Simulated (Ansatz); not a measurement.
A made-up structure of CHSSe, doublet:

```
4
angstrom
C 0.3449 -0.1461 0.3707
S -0.5218 1.2908 0.0320
Se -1.1978 -0.7772 -0.5184
H -0.6069 2.6353 -0.1543
```

It is relaxed with PBE-D4/def2-SVP and then PBE0-D4/def2-TZVP (Ansatz 0.2.0). Atoms count as bonded within 1.22 times the sum of their covalent radii (H–H: 0.88 Å). The end point is not checked to be a true minimum.

(1) Does its bonding change? (Judge from chemistry; the calculation decides.)

## Answers

(1) By the calculation: Yes. Formed: none; broken: S2–Se3.

Where it ends: The first stage lowers the energy by 4.03 eV in 10 steps. It ends as CHSSe ([SH][C][Se]):
```xyz
4
angstrom
C -0.2828 0.2306 -0.0905
S -1.0358 1.7087 -0.0406
Se -0.7217 -1.4170 -0.2800
H 0.0587 2.4805 0.1411
```

Labels in which every atom is bracketed show which atoms are joined, not bond orders.

For scale, one of the runs: PBE0-D4/def2-TZVP relaxation, 122 basis functions, launched by `ansatz run in.yaml --threads 2 --pin off --events-out ev --progress --plain --max-ram 4352MiB`. Hardware: 2 CPU threads of an Arm Neoverse V1, shared host. Wall time about 32 s.
